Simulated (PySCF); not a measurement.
Y(III) with different ligands

Computed with PySCF 2.14.0, PBE0, def2-SVP on the ligands, density fitting, scalar-relativistic core potentials, no spin-orbit coupling, vacuum. The metal has def2-SVP with ECP28. Each complex is relaxed within the symmetry of a template of the same shape. Distances are means of the shortest metal–ligand contacts, charges and spins Mulliken's.

| complex | point group | M–first ligand (Å) | charge on M (e) | dipole (D) | HOMO–LUMO gap (eV) | strongest infrared band, degenerate modes summed (cm⁻¹) | unstable modes (below −25 cm⁻¹) |
| --- | --- | --- | --- | --- | --- | --- | --- |
| YOF | Cs | 1.816 | 0.84 | 7.48 | 4.26 | 873 | 0 |
| YSF | Cs | 2.304 | 0.76 | 8.03 | 3.24 | 612 | 0 |
| YO(OH) | Cs | 1.824 | 0.74 | 6.18 | 4.21 | 862 | 0 |

**Question.** What does the calculation give for YOCl?

**Answer.** point group: Cs, M–first ligand (Å): 1.804, charge on M (e): 0.76, dipole (D): 7.25, HOMO–LUMO gap (eV): 4.53, strongest infrared band, degenerate modes summed (cm⁻¹): 888, unstable modes (below −25 cm⁻¹): 0.
```xyz
3

Y     0.3750    0.0000   -0.4748
O     1.9105    0.0000    0.4714
Cl   -1.8062    0.0000    0.7421
```

One start shape was tried for each, so a minimum needn't be the lowest isomer.
